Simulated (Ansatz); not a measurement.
C4H8F2O2Si2, SMILES `CO[Si@H](F)C#C[Si@@H](F)OC`, 18 atoms. The species carries charge 0 and has multiplicity 1. All runs use 4 threads of an AMD EPYC 7R13 on a shared host and a share of an NVIDIA H100 80 GB. Correlated methods freeze the cores. Open-shell runs search over several starts.

(1) Give the basis size and wall time and peak host memory of each of these runs in Ansatz. RHF-MP2/def2-QZVPP energy; UKS PBE-D4/def2-TZVPP energy of the cation; UKS r2SCAN-D4/def2-TZVPP energy of the cation; RKS ωB97X-V/def2-TZVPP energy; RKS PBE0-D4/def2-SVP energy; direct RPA on PBE orbitals/def2-TZVPP energy; RKS BHLYP-D4/def2-TZVPP energy; RKS PBE-D4/def2-TZVPP energy and forces; UKS B2PLYP (frozen core)/def2-TZVPP energy of the cation; RKS PBE0-D4/def2-QZVPP energy; UKS B3LYP-D4/def2-TZVPP energy of the cation; RKS ωB97M-V/def2-QZVPP energy. (Estimate.)

## Answers

(1) Ansatz gave: Other jobs shared the machine, so times are rough.

```tsv
level	job	functions	wall time	peak host memory (GiB)
RKS BHLYP-D4/def2-TZVPP	energy	444	18 s	0.94
RKS PBE0-D4/def2-SVP	energy	188	19 s	0.84
RKS PBE-D4/def2-TZVPP	energy and forces	444	20 s	0.94
RKS ωB97X-V/def2-TZVPP	energy	444	20 s	1.1
RKS ωB97M-V/def2-QZVPP	energy	836	21 s	1.5
direct RPA on PBE orbitals/def2-TZVPP	energy	444	22 s	2
RHF-MP2/def2-QZVPP	energy	836	23 s	1.5
UKS B3LYP-D4/def2-TZVPP	energy of the cation	444	23 s	1.2
RKS PBE0-D4/def2-QZVPP	energy	836	23 s	1.4
UKS PBE-D4/def2-TZVPP	energy of the cation	444	24 s	1.1
UKS r2SCAN-D4/def2-TZVPP	energy of the cation	444	31 s	1.2
UKS B2PLYP (frozen core)/def2-TZVPP	energy of the cation	444	41 s	2.1
```

B3LYP here is the variant with VWN-RPA as its local correlation; programs differ in this.
